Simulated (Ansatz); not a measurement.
Ansatz (a quantum-chemistry and plane-wave program) input file for Sn(Cl)4 anion (Cl4Sn), SMILES [Cl][Sn]([Cl])([Cl])[Cl] (connectivity only; charge and spin as stated), charge -1, multiplicity 2, PBE-D3(BJ)/def2-SVPD. 

Ansatz 0.2 input:
```yaml
crystal:
  periodic: [false, false, false]
  atoms:
    - {symbol: Cl, position_ang: [1.46556082, -1.46556082, -1.46556081]}
    - {symbol: Sn, position_ang: [0.00000000, 0.00000000, 0.00000000]}
    - {symbol: Cl, position_ang: [-1.46556081, -1.46556082, 1.46556082]}
    - {symbol: Cl, position_ang: [-1.46556082, 1.46556081, -1.46556082]}
    - {symbol: Cl, position_ang: [1.46556081, 1.46556083, 1.46556081]}
basis:
  gaussian:
    orbitals: def2-SVPD
hamiltonian:
  xc: pbe
  dispersion: d3bj
total_charge: -1
magnetization: {spin_polarized: true, initial_magnetization: 1}
relax: {f_tol: 0.002, max_steps: 200}
```

Log of the run:

```
WARN ansatz: RAYON_NUM_THREADS=1 ignored (pool sized by the plan → 1); use --threads N
Functional definition: PBE
integrals: 0.11 GiB planned
1457 factors; their error is unknown
mean field: 0.65 GiB planned
mean field evaluation 1: about -55892.9795 eV, gradient 1.5e1 eV
mean field evaluation 2: about -55887.9166 eV, gradient 3.3e1 eV
mean field evaluation 4: about -55894.4139 eV, gradient 5.3e-1 eV
mean field evaluation 8: about -55894.3744 eV, gradient 1.9e-2 eV
mean field -55894.37438544 eV, -2054.0803720973 hartree, gradient 3.1e-5 eV, S^2 0.750766; 0 other end points of the search recorded, 0 dependent functions left out
the calculation of the forces begins
reference -55894.37442870 eV, -2054.0803736868 hartree; 46, 45 occupied and 94, 95 virtual orbitals, 1457 factors
relax step   1: F+E_penalty+E_count = -55894.55872305 eV  Δ(F+E_penalty+E_count) = +0.000e0 eV  max|allowed force component| = 1.664e-3 eV/Å  Δτ_max = 0.0000 Å  (28 SCF iters, accepted)
Total energy: -55894.55876630 eV, -2054.0871479688 hartree
Atom 0 at     1.465561    -1.465561    -1.465561 Å, force     0.001663    -0.001663    -0.001663 eV/Å
Atom 1 at     0.000000     0.000000     0.000000 Å, force    -0.000000    -0.000002     0.000000 eV/Å
Atom 2 at    -1.465561    -1.465561     1.465561 Å, force    -0.001663    -0.001663     0.001663 eV/Å
Atom 3 at    -1.465561     1.465561    -1.465561 Å, force    -0.001663     0.001664    -0.001663 eV/Å
Atom 4 at     1.465561     1.465561     1.465561 Å, force     0.001663     0.001664     0.001663 eV/Å
Dipole moment:    -0.000000     0.000001    -0.000000 e Å
```

The run converged.
